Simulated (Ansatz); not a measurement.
Relaxation of CH₆BClOSi (11 atoms, charge 0, multiplicity 1), to a largest force component of 0.015 eV/Å in at most 40 steps.

Computed with RKS CAM-B3LYP/cc-pVDZ in Ansatz 0.2.0.

```xyz
11
Properties=species:S:1:pos:R:3:forces:R:3
C -1.068 -0.902 0.832 -0.77 2.72 -0.65
B 0.409 -0.488 0.618 0.44 -0.88 0.69
Cl 1.692 -1.411 1.511 -0.50 0.38 -0.29
Si 0.985 0.963 -0.590 -2.29 -0.03 -1.00
O 0.366 0.582 -2.190 -1.07 0.57 1.40
H -1.664 0.041 1.210 0.94 -1.53 -0.61
H -1.529 -1.159 -0.148 0.05 -0.02 0.33
H -1.173 -1.678 1.535 -0.44 -1.38 1.07
H 2.378 1.115 -0.553 1.86 0.27 -0.42
H 0.300 2.209 -0.104 0.14 0.12 -0.08
H -0.631 0.672 -2.101 1.65 -0.21 -0.44
```

Question: Where does it end, and by what steps?

Answer: The forces met the threshold. After 18 steps the energy has fallen by 0.474 eV; Cl3 moved furthest, 1.32 Å.

```
step  energy less start (eV)  largest force component (eV/Å)  accepted
   0                  0.0000                           2.721       yes
   1                 -0.3305                           1.022       yes
   2                 -0.3817                           0.627       yes
   3                 -0.4050                           0.373       yes
   4                 -0.4147                           0.224       yes
   5                 -0.4332                           0.069       yes
   6                 -0.4414                           0.201       yes
   7                 -0.4461                           0.265       yes
   8                 -0.4567                           0.138       yes
   9                 -0.4641                           0.194       yes
  10                 -0.4601                           0.431        no
  11                 -0.4696                           0.029       yes
  12                 -0.4716                           0.066       yes
  13                 -0.4725                           0.079       yes
  14                 -0.4732                           0.087       yes
  15                 -0.4737                           0.079       yes
  16                 -0.4738                           0.032       yes
  17                 -0.4739                           0.023       yes
  18                 -0.4740                           0.015       yes
```

```xyz
11
Properties=species:S:1:pos:R:3
C -1.023 -1.147 0.719
B 0.297 -0.325 0.791
Cl 1.281 -0.409 2.269
Si 1.002 0.897 -0.664
O 0.024 0.905 -2.047
H -1.823 -0.487 1.112
H -1.311 -1.399 -0.313
H -1.024 -2.050 1.347
H 2.322 0.396 -1.144
H 1.178 2.282 -0.117
H -0.858 1.280 -1.934
```

Whether the end is a true minimum wasn't checked by a vibrational analysis.

The run took 65 s on 2 threads of Intel(R) Xeon(R) Platinum 8375C CPU @ 2.90GHz (Ice Lake) (shared host), peak memory 0.31 GiB.
